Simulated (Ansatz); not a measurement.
Input file for Ansatz (an electronic-structure program): U-wB97X-V/cc-pV(T+d)Z on CH5AlO (SMILES C[O][AlH2]), a point of a bond scan (R = 4.242 Å). Files ending in .json are basis or fitting sets from the Basis Set Exchange.

Ansatz 0.2 input:
```yaml
crystal:
  periodic: [false, false, false]
  atoms:
    - {symbol: Al, position_ang: [-0.48447785, 0.89780616, 0.62601054]}
    - {symbol: H, position_ang: [-0.39860602, 1.76154880, 4.77821037]}
    - {symbol: H, position_ang: [-1.22107104, 1.77313262, -0.46313067]}
    - {symbol: O, position_ang: [0.33969018, -0.49209283, 0.13373798]}
    - {symbol: C, position_ang: [0.56151194, -1.13056905, -1.10068500]}
    - {symbol: H, position_ang: [0.08822596, -0.60052820, -1.93547360]}
    - {symbol: H, position_ang: [1.63509344, -1.19352194, -1.29911414]}
    - {symbol: H, position_ang: [0.16204404, -2.14811651, -1.07007472]}
basis:
  gaussian:
    orbitals: cc-pV_T+d_Z.json
hamiltonian:
  xc: {name: wB97X-V}
magnetization: {spin_polarized: true, initial_magnetization: 0}
```

The log:

```
WARN ansatz: RAYON_NUM_THREADS=1 ignored (pool sized by the plan → 1); use --threads N
Functional definition: wB97X-V
integrals: 0.09 GiB planned
926 factors; their error is unknown
integrals: 0.12 GiB planned
234 factors; integrals over basis functions are off by at most 4.1e-5 eV
mean field: 1.06 GiB planned
mean field evaluation 1: about -9750.2440 eV, gradient 3.4e1 eV
mean field evaluation 2: about -9743.9527 eV, gradient 4.5e1 eV
mean field evaluation 4: about -9756.6809 eV, gradient 3.5e0 eV
mean field evaluation 8: about -9756.8441 eV, gradient 8.2e-2 eV
mean field evaluation 16: about -9756.8606 eV, gradient 1.2e-4 eV
mean field evaluation 32: about -9758.4941 eV, gradient 3.3e0 eV
mean field -9758.60207125 eV, -358.6220115006 hartree, gradient 7.2e-6 eV, S^2 0.987170; 3 other end points of the search recorded, 0 dependent functions left out
reference -9758.60207061 eV, -358.6220114768 hartree; 16, 16 occupied and 153, 153 virtual orbitals, 926 factors
Total energy: -9758.60207061 eV, -358.6220114768 hartree
```

The calculation finished and met its thresholds. Its determinant has ⟨S²⟩ = 0.99, a mixture of spin states.

Cost: around 28 core-seconds (rough).
